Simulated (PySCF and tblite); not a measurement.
Values are calculated unless marked as measured or tabulated.
C₉H₁₀, numbered as in [CH2:1]=[CH:2][CH2:3][c:4]1[cH:5][cH:6][cH:7][cH:8][cH:9]1.

Free energies: CAM-B3LYP-D3(BJ)/def2-SVPD (IEF-PCM, chloroform) on PBE0-D3(BJ)/def2-SVP structures plus GFN2-xTB thermal terms, symmetry and mirror images included. Conformers within 3 kcal/mol (GFN2-xTB free energy) were kept, 8 at most. Programs: PySCF with density fitting and tblite.

Torsions listed: C1–C2–C3–C4, C2–C3–C4–C5. Of a mirror pair one member is shown.

| conformer | shape | symmetry | dipole D |
| --- | --- | --- | --- |
| 1 | 0°, 89° | Cs | 0.55 |
| 2 | -120°, -129° | C1 (pair) | 0.28 |

Which of these conformers is the most populated at 298.15 K, and with what share?

Conformer 2, about 62 %. The lead over the next is within the error of the method.

Give the DFT energies and free energies relative to the lowest, and all weights.


```json
{"conformer": "1", "shape": "0°, 89°", "E(DFT) kcal/mol": "0.00", "G(298.15 K) kcal/mol": "0.29", "weight %": "38.2"}
{"conformer": "2", "shape": "-120°, -129°", "E(DFT) kcal/mol": "0.23", "G(298.15 K) kcal/mol": "0.00", "weight %": "61.8"}
```

How does its share change from 250 K to 373.15 K?

From 59 % to 64 %; the mixing entropy goes from 2.16 to 2.18 cal/(mol K).

Thermal terms of a conformer that GFN2-xTB lacks, or places elsewhere, come from the nearest GFN2-xTB minimum; such a conformer stays in the set even outside the window.
